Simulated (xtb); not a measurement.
VF₄, SMILES [F][V+]([F])([F])[F], charge +1, multiplicity 1. All values are semi-empirical tight-binding results from xtb (GFN2-xTB unless named), good for trends rather than for accurate numbers. Geometry optimised at GFN2-xTB. The spin state was assumed, not searched. The isomer is the one that the SMILES or the coordinates give; other isomers of the formula were not compared.

For metal compounds this method's bond lengths and energies can be far off.

Computed properties:
| Quantity | Value |
|---|---|
| point group as xtb finds it | Td |
| orbital gap | 4.21 eV |
| zero-point energy | 5.7 kcal/mol |
| G − E(el) at 298.15 K (modified RRHO) | -11.6 kcal/mol |
